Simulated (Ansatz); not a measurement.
C2H6ClFSn can be A, `[CH3][SnH]([F])[CH2]Cl`, or B, `C[CH2][SnH]([F])[Cl]`.

Calculated with Ansatz (gas phase, PBE0-D4/def2-TZVP geometries, no zero-point term in ΔE). CCSD(T)/CBS adds triple-zeta CCSD(T) − MP2 to the extrapolated MP2 energy (def2 sets, frozen cores). Functionals use def2-TZVPP. B3LYP here is the variant with VWN-RPA as its local correlation; programs differ in this. def2 core potentials past Kr. For Sn outer-core shells are correlated without core-valence functions, which leaves a few kJ/mol of doubt a bond. One conformer a species, not always the lowest.

Q: Which is lower in electronic energy at CCSD(T)/CBS, and by how much? (Estimate.)

A: The calculation gave: B, by 134.8 kJ/mol.

Q: Give E(B) − E(A) in kJ/mol with ωB97M-V, CCSD/def2-TZVPP, B2PLYP, B3LYP-D4, PBE-D4, B3LYP, MP2/def2-TZVPP. (Estimate.)

A: Ansatz gave: ωB97M-V -135.3, CCSD/def2-TZVPP -134.2, B2PLYP -136.3, B3LYP-D4 -137.4, PBE-D4 -132.8, B3LYP -136.4, MP2/def2-TZVPP -134.5. None reverses the order clearly.

Largest T1 diagnostic: 0.012.

In def2-TZVPP, CCSD(T) changes the Hartree–Fock value by +16.4 kJ/mol (the triples alone add +2.0 kJ/mol) and MP2 by +14.1 kJ/mol. From PBE to PBE0 (25 % exact exchange), in def2-TZVPP and without D4, E(B) − E(A) moves by −4.3 kJ/mol.
